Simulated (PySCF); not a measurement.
## Structure from NMR data

An unknown has the formula C9H10O. Its calculated NMR data are:

1H NMR (400 MHz, computed): δ 7.21 (m, 1H), 6.73 (d, 1H), 6.42 (d, 1H), 3.66 (s, 3H), 3.12 (m, 2H), 3.08 (m, 2H).

13C{1H} NMR (computed): δ 155.2, 148.9, 131.9, 131.5, 116.9, 108.0, 53.4, 31.1, 29.3.

How the numbers were obtained: NMR shieldings at B97-2/pcSseg-1/GIAO, geometry from PBE0-D3(BJ)/def2-SVP, in PySCF 2.14.0 with density-fitted response routines (equivalent nuclei averaged, in vacuum, relativity neglected, single conformer).

References, each an isolated molecule treated in the same way: TMS for 1H, 13C.

**Question.** What is the structure?

**Answer.** 
Rings plus π bonds: 5 (2 rings in the answer). 9 carbon signals for 9 carbons: no two carbons are equivalent. Carbon types of the structure: 3 × C, 3 × CH, 2 × CH2, 1 × CH3, which accounts for all hydrogens. δC 155.2: aromatic carbon bearing oxygen; the electronegative substituent deshields the carbon that carries it. δC 148.9, 131.9: substituted aromatic carbon. δC 131.5, 116.9, 108.0: aromatic CH. δC 53.4: methyl carbon bonded to O; deshielded by the electronegative neighbour. δC 31.1, 29.3: sp3 CH2 on an aromatic ring; saturated and bonded to C and H only. δH 3.66: hydrogen on a methyl carbon bonded to O; its carbon carries O, an electronegative neighbour. δH 3.12, 3.08: hydrogen on an sp3 CH2 on an aromatic ring; benzylic-type position, deshielded by the ring.

These data were computed for SMILES COc1cccc2c1CC2.

The data come from this structure; uniqueness wasn't tested.

Shifts are as computed. Against solution values, carbons near 30 ppm lie about +1 ppm off and those near 130 ppm about +2 ppm. Of 1211 compounds with measured shifts, 218 miss one by over three times the rms of a fit or turn the order of signals round; such compounds aren't used in these exercises. Multiplicities follow the n + 1 count of equivalent neighbours, as no J values were calculated; m marks all less simple cases, F and P coupling included.
